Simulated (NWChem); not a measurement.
CH₄OSi, singlet; SMILES CO[SiH]

```xyz
7

Si     0.0045     1.2375     0.0000
H     -1.5233     0.9278     0.0000
O      0.5242    -0.3401     0.0000
C     -0.1814    -1.5511     0.0000
H      0.0916    -2.1398    -0.8908
H      0.0916    -2.1398     0.8908
H     -1.2741    -1.3855     0.0000
```
Atoms are numbered in this order, from 1.

Results from NWChem. Low-valent species are run as closed-shell singlets; no triplet was tried in these runs. Coordinates come from a PBE0/def2-SVP optimisation. Level: PBE/def2-SVP with SMD (1 M gas to 1 M solution), gas-phase geometry. Reactions with the solvent are ignored.

For solvent toluene:

- dipole in solution (D): 2.01

**Question.** What are these values for solvent chloroform?

**Answer.** 
- dipole in solution (D) = 2.13
